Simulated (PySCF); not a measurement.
**TDDFT excited states: C5H12Si**

Species: C5H12Si.
SMILES: `C1[SiH](C(C)C)C1`

Level of theory: PySCF 2.14.0, density-fitted response routines, TDDFT CAM-B3LYP/def2-SVPD, vertical, gas phase, core orbitals frozen in the response. Geometry: GFN2-xTB, one conformer, isolated molecule. Torsions of this conformer, `[CH3:1][CH:2]([CH3:3])[SiH:4]1[CH2:5][CH2:6]1`: C1–C2–Si4–C5 88°.

```
state  E (eV)  E (kJ/mol)  λ (nm)       f  |μ| (D)  main configurations (H = HOMO, L = LUMO)
   S1    6.46         623   192.0  0.0021     0.29                               H→L+2 (90%)
   S2    6.58         635   188.3   0.224     2.99                               H→L+1 (92%)
   S3    6.69         646   185.2   0.019     0.86                    H→L (71%), H→L+5 (21%)
   S4    6.90         666   179.6  0.0029     0.33                               H→L+3 (85%)
   S5    7.41         715   167.4  0.0069     0.49   H→L+6 (26%), H→L+5 (23%), H-1→L+1 (18%)
   S6    7.61         734   163.0  0.0029     0.32                H-1→L+1 (55%), H→L+5 (12%)
   S7    7.62         735   162.7  0.0070     0.49   H→L+7 (59%), H-1→L+2 (17%), H→L+4 (11%)
   S8    7.85         757   158.0   0.017     0.76   H→L+6 (43%), H-1→L+1 (12%), H→L+9 (12%)
```

Triplets (Tamm–Dancoff): T1 5.27 eV, H→L+1 (76%), H→L+4 (10%); T2 6.27 eV, H→L+2 (74%); T3 6.44 eV, H→L+5 (34%), H→L (20%), H→L+2 (11%).

The lowest singlet lies at 6.46 eV (192 nm, vacuum ultraviolet) and is very weak; its leading configuration is HOMO→LUMO+2 (90%). The most intense listed level is S2 at 6.58 eV (188 nm, f = 0.224), 0.13 eV above S1. Löwdin shares by element: HOMO carbon 52% or more, silicon 28% (atoms not listed hold the other 20%); LUMO carbon 31% or more, silicon 13%, hydrogen 7% or more (atoms not listed hold the other 49%). The oscillator strengths of these states sum to 0.281; summed over the whole spectrum of an exact calculation they would give the number of electrons, 56 (Thomas–Reiche–Kuhn). Orbital energies (eV): HOMO-3 -11.11, HOMO-2 -10.04, HOMO-1 -9.25, HOMO -7.88, LUMO 1.37, LUMO+1 1.47, LUMO+2 1.75. Of the 8 states listed, 3 reach f = 0.01 and none stays under 0.0005. Only the lowest 8 singlets were computed, as vertical energies without vibronic structure.

Without π bonds the low states are Rydberg-like; a valence basis with one diffuse set may place them up to an eV too high.
